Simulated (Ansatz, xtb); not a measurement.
# Two conformers of H5NOPSi

Structure I: `N[SiH2]O[PH]`, a doublet. Structure II: `N[SiH2]O[PH]`, a doublet. Both are isolated molecules in the gas phase, relaxed with B3LYP/6-31G*.

I (Å):

```json
{"atom": "N", "x (Å)": "1.7497", "y (Å)": "-0.2766", "z (Å)": "-1.4402"}
{"atom": "O", "x (Å)": "-0.9493", "y (Å)": "-1.1462", "z (Å)": "-0.8570"}
{"atom": "P", "x (Å)": "-2.2976", "y (Å)": "-0.3209", "z (Å)": "-1.3484"}
{"atom": "Si", "x (Å)": "0.5615", "y (Å)": "-0.6899", "z (Å)": "-0.2688"}
{"atom": "H", "x (Å)": "0.3663", "y (Å)": "0.5135", "z (Å)": "0.5788"}
{"atom": "H", "x (Å)": "1.0422", "y (Å)": "-1.8781", "z (Å)": "0.4671"}
{"atom": "H", "x (Å)": "1.7383", "y (Å)": "0.6285", "z (Å)": "-1.8946"}
{"atom": "H", "x (Å)": "-1.9499", "y (Å)": "0.9967", "z (Å)": "-0.8646"}
{"atom": "H", "x (Å)": "2.1503", "y (Å)": "-0.9838", "z (Å)": "-2.0449"}
```

II (Å):

```xyz
9

N    -1.3197   -2.9362   -0.6575
O    -0.6435   -0.1329   -0.3787
P     0.6911    0.0485   -1.3529
Si   -1.8450   -1.3140   -0.4359
H    -1.0961   -3.2899   -1.5796
H    -0.8002   -3.4267    0.0603
H    -2.7437   -1.0069   -1.5751
H    -2.5095   -1.2005    0.8795
H     1.0439    1.3496   -0.8652
```

Question: Which of the two would you expect CCSD(T)/def2-SVP + ΔMP2/def2-TZVPP electronic energies to favour?

Answer: Too close to call at this level: CCSD(T)/def2-SVP + ΔMP2/def2-TZVPP gives E(II) − E(I) = +0.45 kcal/mol.

How the difference moves with the method:

```
                             level      geometry  E(II) − E(I) (kcal/mol)  departure from the last row (kcal/mol)  job, with rough time for the two
                      B3LYP/6-31G*  B3LYP/6-31G*                     −0.15                                   −0.60             optimisation, 4.8 min
                       HF/def2-SVP  B3LYP/6-31G*                     +0.21                                   −0.24           part of the CCSD(T) run
                      MP2/def2-SVP  B3LYP/6-31G*                      0.00                                   −0.45           part of the CCSD(T) run
                  CCSD(T)/def2-SVP  B3LYP/6-31G*                     +0.13                                   −0.32                      single point
CCSD(T)/def2-SVP + ΔMP2/def2-TZVPP  B3LYP/6-31G*                     +0.45                                                        single point, 35 s
```

The largest departure from CCSD(T)/def2-SVP + ΔMP2/def2-TZVPP is that of B3LYP/6-31G*, 0.60 kcal/mol. Levels run at GFN2-xTB geometries aren't shown. The last row adds to CCSD(T) the change of the MP2 difference between the two basis sets, here +0.32 kcal/mol.

With harmonic frequencies from B3LYP/6-31G* (ideal gas, rigid rotor, one conformer each, 298.15 K, 1 atm): on the last row, ΔE + ΔZPE = +0.53 kcal/mol. A mode under 50 cm⁻¹ makes harmonic enthalpies and free energies unreliable, so none is given.

Open shells are spin-unrestricted. The correlated steps freeze 12 core orbitals. Run with Ansatz 0.2.0; the last row on 2 threads of Arm Neoverse V1 on a shared host.
